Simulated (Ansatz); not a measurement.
`FB(CCl)[SiH2]S` + fluoromethane → `FCCCl` + `FB[SiH2]S`  (formal exchange of groups at a C–B bond)

Calculated with Ansatz (gas phase, PBE0-D4/def2-TZVP geometries, no zero-point term in ΔE). CCSD(T)/CBS adds triple-zeta CCSD(T) − MP2 to the extrapolated MP2 energy (def2 sets, frozen cores). This one scheme is used for every species. DFT in def2-TZVPP. One conformer a species, not always the lowest.

`FB(CCl)[SiH2]S`:

```xyz
11

F     1.610   -1.553   -0.650
B     0.722   -0.588   -0.449
C     1.131    0.882   -0.828
Cl    1.598    1.369    0.848
Si   -1.069   -1.041    0.407
S    -2.254    0.720    0.715
H     0.326    1.543   -1.140
H     2.010    0.993   -1.461
H    -0.888   -1.819    1.663
H    -1.881   -1.863   -0.531
H    -1.306    1.357    1.424
```

`CF`:

```xyz
5

C     0.046   -0.027    0.030
F    -0.982    0.582   -0.653
H     0.802   -0.359   -0.684
H    -0.349   -0.886    0.578
H     0.484    0.689    0.729
```

`FCCCl`:

Z-matrix (Å, degrees):
```
C
C 1 1.509
F 1 1.381 2 108.5
H 1 1.093 2 110.9 3 -119.1
H 1 1.093 2 110.9 3 119.1
Cl 2 1.776 1 109.1 3 179.9
H 2 1.089 1 111.1 3 61.0
H 2 1.089 1 111.1 3 -61.2
```

`FB[SiH2]S`:

Z-matrix (Å, degrees):
```
Si
B 1 2.029
S 1 2.154 2 104.1
H 1 1.485 2 112.4 3 -111.9
H 1 1.488 2 114.9 3 122.0
F 2 1.323 1 119.8 3 -90.5
H 2 1.202 1 123.4 3 84.1
H 3 1.344 1 94.7 2 61.0
```

(1) Is it downhill or uphill in electronic energy at CCSD(T)/CBS, and by how much? (Best estimate.)

(2) What do these levels give: PBE0-D4, ωB97X-V, PBE, r2SCAN, PBE0, CCSD/def2-TZVPP, CCSD(T)/def2-TZVPP, HF/def2-QZVPP, MP2/def2-QZVPP, SCS-MP2/def2-QZVPP, HF/CBS(def2), CCSD/CBS(def2)? (Best estimate.)

Largest T1 diagnostic among the species: 0.014.

Results:

(1) Ansatz gave: Uphill: ΔE = +39.6 kJ/mol.

(2) The calculation gave: PBE0-D4 43.1, ωB97X-V 37.4, PBE 38.5, r2SCAN 41.2, PBE0 37.4, CCSD/def2-TZVPP 36.3, CCSD(T)/def2-TZVPP 39.3, HF/def2-QZVPP 22.2, MP2/def2-QZVPP 41.9, SCS-MP2/def2-QZVPP 36.5, HF/CBS(def2) 22.2, CCSD/CBS(def2) 36.7 kJ/mol.

In def2-TZVPP, CCSD(T) changes the Hartree–Fock value by +16.6 kJ/mol (the triples alone add +2.9 kJ/mol) and MP2 by +19.1 kJ/mol. The D4 term adds +9.8 kJ/mol with B3LYP and +5.7 kJ/mol with PBE0; it sums over pairs of atoms, weighted by their polarisabilities, and B3LYP, whose exchange is more repulsive, gets the larger term.

B3LYP here is the variant with VWN-RPA as its local correlation; programs differ in this.
